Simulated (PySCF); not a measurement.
C3H7N, SMILES C/C=N\C. Atoms are numbered in the order given.

```xyz
11

C     -0.5162    -1.5189     0.0000
C      0.6644    -0.5869     0.0000
N      0.7170     0.6845     0.0000
C     -0.4684     1.5020     0.0000
H     -1.4907    -1.0137     0.0000
H     -0.4655    -2.1802    -0.8816
H     -0.4655    -2.1802     0.8816
H      1.6434    -1.1031     0.0000
H     -1.4418     0.9744     0.0000
H     -0.4387     2.1673     0.8797
H     -0.4387     2.1673    -0.8797
```

Geometry: r2SCAN-D4/def2-SVP. The structure was generated by enumeration; whether it is a known compound was not checked.

Calculation: SMD-B3LYP/6-31G* (PySCF).

Solvation free energies are E(SMD) − E(gas) at the gas-phase geometry, for 1 M in both phases. In vacuum the dipole moment is 1.84 D.

```
solvent        ΔG(solv) (kcal/mol)  its non-electrostatic (CDS) part  dipole (D)
-------------  -------------------  --------------------------------  ----------
water                         -4.2                               0.1        2.47
chlorobenzene                 -3.8                              -0.6        2.30
cyclohexanone                 -3.3                               0.6        2.41
```
